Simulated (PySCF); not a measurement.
A PySCF script (with the pyscf-properties extension) for the NMR shieldings of SMILES FC(F)[BH2-][n+]1ccccc1, C6H8BF2N, on a GFN2-xTB geometry:

```python
import basis_set_exchange as bse
import numpy as np
from pyscf import gto, dft
from pyscf.prop import nmr

atoms = """
F    -2.059358   -0.113100    1.570989
C    -2.381573    0.109480    0.251264
F    -2.149500    1.454214    0.072839
B    -1.483024   -0.817782   -0.769218
N    -0.031891   -0.387552   -0.403399
C     0.515632    0.676816   -0.984363
C     1.729580    1.194746   -0.577082
C     2.401684    0.589378    0.474168
C     1.822275   -0.518685    1.073880
C     0.605940   -0.975670    0.605374
H    -3.467804   -0.032311    0.168660
H    -1.719326   -0.523751   -1.893078
H    -1.639945   -1.963976   -0.511503
H    -0.049395    1.125235   -1.786795
H     2.135875    2.061603   -1.072873
H     3.349438    0.972519    0.819361
H     2.301518   -1.020755    1.898876
H     0.111115   -1.824091    1.051243
"""
names = dict.fromkeys(["F", "C", "B", "N", "H"], "pcSseg-1")
basis = {el: gto.basis.parse(bse.get_basis(n, elements=[el], fmt="nwchem")) for el, n in names.items()}
mol = gto.M(atom=atoms, basis=basis, charge=0, verbose=0)
mf = dft.RKS(mol, xc="PBE0")
mf.grids.level = 2
mf.grids.alignment = dft.numint.BLKSIZE   # the property module wants whole blocks of grid points
mf.conv_tol = 1e-9
mf.kernel()

calc = nmr.RKS(mf)   # GIAO
C = mf.mo_coeff
Co = C[:, mf.mo_occ > 0]
resp = mf.gen_response(singlet=True, hermi=2)
def vind(x):   # induced exchange potential for any number of trial vectors
    d = np.einsum("pi,xij,qj->xpq", C, 2 * x.reshape(-1, C.shape[1], Co.shape[1]), Co, optimize=True)
    return np.einsum("xpq,pi,qj->xij", resp(d - d.transpose(0, 2, 1)), C, Co, optimize=True).ravel()
mo1, _ = nmr.rhf.solve_mo1(calc, with_cphf=vind)
sigma = calc.kernel(mo1)
for i, s in enumerate(sigma):   # ppm
    w = np.linalg.eigvalsh((s + s.T) / 2)
    print("%2d %-2s iso %8.1f  s11 %8.1f  s22 %8.1f  s33 %8.1f" % (i, mol.atom_pure_symbol(i), w.mean(), *w))
```

**Question.** Give the expected output.

**Answer.** 
```
 0 F  iso    330.2  s11    186.4  s22    335.1  s33    469.0
 1 C  iso     54.7  s11     21.9  s22     65.4  s33     77.0
 2 F  iso    330.3  s11    186.8  s22    335.3  s33    468.9
 3 B  iso    115.2  s11     98.5  s22    114.7  s33    132.4
 4 N  iso     -1.6  s11   -138.1  s22   -129.2  s33    262.4
 5 C  iso     32.7  s11    -69.4  s22     20.9  s33    146.4
 6 C  iso     56.4  s11    -55.1  s22     45.7  s33    178.5
 7 C  iso     41.1  s11    -76.7  s22     14.5  s33    185.6
 8 C  iso     56.4  s11    -55.1  s22     45.7  s33    178.5
 9 C  iso     32.7  s11    -69.4  s22     20.9  s33    146.5
10 H  iso     25.3  s11     21.9  s22     25.6  s33     28.3
11 H  iso     29.0  s11     26.3  s22     28.5  s33     32.1
12 H  iso     29.0  s11     26.3  s22     28.5  s33     32.1
13 H  iso     22.8  s11     18.2  s22     22.4  s33     27.9
14 H  iso     24.0  s11     20.9  s22     24.2  s33     26.9
15 H  iso     23.5  s11     20.6  s22     23.5  s33     26.5
16 H  iso     24.0  s11     20.9  s22     24.2  s33     26.9
17 H  iso     22.8  s11     18.2  s22     22.4  s33     27.9
```

These numbers come from an equivalent density-fitted implementation of the same equations, which agrees with the script to about 0.01 ppm for H and up to a few tenths of a ppm for heavy atoms, so last digits may differ.

Size and cost of the density-fitted run: 210 basis functions, 83 s wall time on 1 thread of an Arm Neoverse N1, shared host; peak memory 0.94 GiB.
